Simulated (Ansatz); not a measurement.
Ansatz (a quantum-chemistry and plane-wave program) input (r2SCANh/def2-TZVPD):

Ansatz 0.2 input:
```yaml
crystal:
  periodic: [false, false, false]
  atoms:
    - {symbol: C, position_ang: [2.59185668, 0.23353234, 0.85959796]}
    - {symbol: C, position_ang: [1.33963107, 0.63465522, 0.08654331]}
    - {symbol: C, position_ang: [0.48590429, -0.57869770, -0.32598208]}
    - {symbol: C, position_ang: [-0.72759448, -0.19424485, -1.10378557]}
    - {symbol: C, position_ang: [-1.99365948, -0.00235347, -0.57158579]}
    - {symbol: C, position_ang: [-2.36340410, -0.15470936, 0.74722316]}
    - {symbol: H, position_ang: [3.18025573, 1.10773097, 1.14406005]}
    - {symbol: H, position_ang: [2.33302663, -0.30599380, 1.77389033]}
    - {symbol: H, position_ang: [3.23193730, -0.41933941, 0.26121653]}
    - {symbol: H, position_ang: [0.72411041, 1.30647641, 0.69034943]}
    - {symbol: H, position_ang: [1.61934517, 1.19658044, -0.80924864]}
    - {symbol: H, position_ang: [0.20802208, -1.13535541, 0.57261896]}
    - {symbol: H, position_ang: [1.10695735, -1.25070743, -0.92752898]}
    - {symbol: H, position_ang: [-0.59058924, -0.00064118, -2.16190201]}
    - {symbol: H, position_ang: [-2.76902149, 0.30331743, -1.26815913]}
    - {symbol: H, position_ang: [-3.38235811, 0.02065009, 1.06134568]}
    - {symbol: H, position_ang: [-1.65808991, -0.45181096, 1.51129186]}
basis:
  gaussian:
    orbitals: def2-TZVPD
hamiltonian:
  xc: {name: r2SCANh}
magnetization: {spin_polarized: true, initial_magnetization: 1}
output: {forces: true}
```

End of the output:

```
0.50 GiB of the device are held for the grids
2.01 GiB of device memory are held for the factors and their scratch space
mean field: 2.92 GiB planned
mean field evaluation 1: about -6383.9494 eV, gradient 5.4e1 eV
mean field evaluation 2: about -6376.8982 eV, gradient 6.4e1 eV
mean field evaluation 4: about -6398.1944 eV, gradient 4.2e0 eV
mean field evaluation 8: about -6398.3052 eV, gradient 3.0e-1 eV
mean field evaluation 16: about -6398.2405 eV, gradient 1.3e-3 eV
mean field -6398.24048115 eV, -235.1310007991 hartree, gradient 6.6e-5 eV, S^2 0.803385; 0 other end points of the search recorded, 0 dependent functions left out
the calculation of the forces begins
reference -6398.24049880 eV, -235.1310014478 hartree; 24, 23 occupied and 297, 298 virtual orbitals, 1605 factors
Total energy: -6398.24049880 eV, -235.1310014478 hartree
Atom 0 at     2.591857     0.233532     0.859598 Å, force    -0.087457     0.009526    -0.053924 eV/Å
Atom 1 at     1.339631     0.634655     0.086543 Å, force     0.028606    -0.106903     0.015922 eV/Å
Atom 2 at     0.485904    -0.578698    -0.325982 Å, force     0.013341     0.094599     0.008427 eV/Å
Atom 3 at    -0.727594    -0.194245    -1.103786 Å, force     0.076347    -0.003874     0.064301 eV/Å
Atom 4 at    -1.993659    -0.002353    -0.571586 Å, force    -0.002522     0.002380    -0.013443 eV/Å
Atom 5 at    -2.363404    -0.154709     0.747223 Å, force     0.006448    -0.009110     0.013682 eV/Å
Atom 6 at     3.180256     1.107731     1.144060 Å, force    -0.021164    -0.024268    -0.011080 eV/Å
Atom 7 at     2.333027    -0.305994     1.773890 Å, force     0.000645     0.013805    -0.028410 eV/Å
Atom 8 at     3.231937    -0.419339     0.261217 Å, force    -0.024339     0.017625     0.011702 eV/Å
Atom 9 at     0.724110     1.306476     0.690349 Å, force    -0.003181    -0.002498     0.000185 eV/Å
Atom 10 at     1.619345     1.196580    -0.809249 Å, force    -0.004418    -0.007000     0.002220 eV/Å
Atom 11 at     0.208022    -1.135355     0.572619 Å, force    -0.001938     0.001732     0.005533 eV/Å
Atom 12 at     1.106957    -1.250707    -0.927529 Å, force    -0.000331     0.009220     0.007524 eV/Å
Atom 13 at    -0.590589    -0.000641    -2.161902 Å, force     0.000821     0.003538    -0.006847 eV/Å
Atom 14 at    -2.769021     0.303317    -1.268159 Å, force     0.001859    -0.001004     0.000168 eV/Å
Atom 15 at    -3.382358     0.020650     1.061346 Å, force     0.008542     0.001589    -0.012375 eV/Å
Atom 16 at    -1.658090    -0.451811     1.511292 Å, force     0.008741     0.000642    -0.003586 eV/Å
Dipole moment:     0.097244     0.020603    -0.011225 e Å
```

It need not be the lowest isomer of its formula.
